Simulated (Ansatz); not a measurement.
CrCl3⁻. The state is a quintet with charge -1. Geometry B3LYP-D4/def2-SVP, that of the neutral quartet; atoms count from 1.

```xyz
4

Cr    0.0292   -0.0500    0.0297
Cl   -1.8731   -1.0322    0.0476
Cl    0.5434    1.3033    1.6069
Cl    1.3005   -0.2212   -1.6843
```

Estimate the Mulliken populations from the PBE0/def2-TZVPD orbitals of Ansatz.


```json
{"atom": "Cr1", "charge (e)": "0.71", "spin (α − β)": "4.04", "d electrons": "4.55"}
{"atom": "Cl2", "charge (e)": "-0.56", "spin (α − β)": "-0.03", "d electrons": "–"}
{"atom": "Cl3", "charge (e)": "-0.58", "spin (α − β)": "-0.01", "d electrons": "–"}
{"atom": "Cl4", "charge (e)": "-0.58", "spin (α − β)": "-0.01", "d electrons": "–"}
```
Mulliken values depend strongly on the basis. With diffuse functions, as here, like atoms can get unlike values, and bond orders can come out too low or too high.

Where does the spin sit?

Summed by element: Cr 4.04, Cl -0.04, of 4 unpaired in all. Largest on single atoms: Cr1 4.04, Cl2 -0.03, Cl3 -0.01.

And the Mayer bond orders between heavy atoms (over 0.3)?

Cr1–Cl2 0.77 (2.14 Å); Cr1–Cl3 0.78 (2.14 Å); Cr1–Cl4 0.78 (2.14 Å).
